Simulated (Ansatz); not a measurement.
Consider the germylene formation by 1,1-elimination: `[BH2][GeH2][BH]N` → `BBN` + `[GeH2]`.

Computed with Ansatz on PBE0-D4/def2-TZVP structures; ΔE is electronic, products minus reactants. CCSD(T)/CBS adds triple-zeta CCSD(T) − MP2 to the extrapolated MP2 energy (def2 sets, frozen cores). Functionals use def2-TZVPP. HSE06 is defined as in plane-wave codes. For Ge outer-core shells are correlated without core-valence functions, which leaves a few kJ/mol of doubt a bond. Scalar relativity is left out up to krypton. One conformer a species, not always the lowest.

```json
{"level": "revPBE-D4", "ΔE (eV)": "1.78"}
{"level": "BLYP", "ΔE (eV)": "1.41"}
{"level": "HSE06", "ΔE (eV)": "1.88"}
{"level": "HF/CBS(def2)", "ΔE (eV)": "1.39"}
```

Question: What does CCSD(T)/CBS give? (Estimate.)

Answer: Computed: +1.93 eV. The listed levels differ from it by -0.15, -0.52, -0.05, -0.54 eV.

Question: What do rigid-rotor, harmonic-oscillator terms from PBE0-D4/def2-TZVP frequencies (298.15 K, 1 bar) make of the CCSD(T)/CBS value? (An estimate is asked.)

Answer: The calculation gave: ΔZPE = -0.15 eV, ΔH = +1.81 eV, ΔS = 142 J/(mol·K), ΔG = +1.38 eV. Modes under 50 cm⁻¹ make the entropy rough.

Largest T1 diagnostic among the species: 0.014.

Leaving LDA and LC-ωPBE aside and taking each functional with its dispersion term where it has one, the values, not all of them listed here, spread over 0.49 eV, from BLYP-D4 to PBE-QIDH. LDA lies +0.44 eV from PBE without D4. The D4 term adds +0.12 eV with B3LYP and +0.07 eV with PBE0; it sums over pairs of atoms, weighted by their polarisabilities, and B3LYP, whose exchange is more repulsive, gets the larger term.

B3LYP here is the variant with VWN-RPA as its local correlation; programs differ in this.
